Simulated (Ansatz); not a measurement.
Mulliken charges of CH4AlClFN, SMILES `C[NH][Al]([F])[Cl]` from ωB97M-V/def2-TZVPP in Ansatz (PBE0-D4/def2-TZVP geometry).

```
atom   x (Å)   y (Å)   z (Å)  charge (e)
  C1  -1.168  -0.494  -0.390      -0.229
  N2   0.175   0.038  -0.516      -0.299
 Al3   1.265   0.531   0.757       0.653
  F4   0.792   0.412   2.325      -0.341
 Cl5   3.160   1.270   0.319      -0.228
  H6  -1.253  -1.501  -0.815       0.116
  H7  -1.445  -0.562   0.664       0.110
  H8  -1.911   0.143  -0.882       0.116
  H9   0.473   0.115  -1.477       0.102
```

By hand: the dipole of these point charges (1 e Å = 4.8032 D).

Σ q r = (-0.427, -0.189, -0.402) e Å, of length 0.616 e Å = 2.96 D.

How does the dipole of the full density compare? (Estimate.)

Ansatz gave: (-0.290, -0.134, -0.387) e Å, 2.41 D; the point charges give 1.23 times that, at 10° from its direction.

Point charges leave out the atoms' own dipoles, such as those of lone pairs, and Mulliken's split depends on the basis, so the two needn't agree.
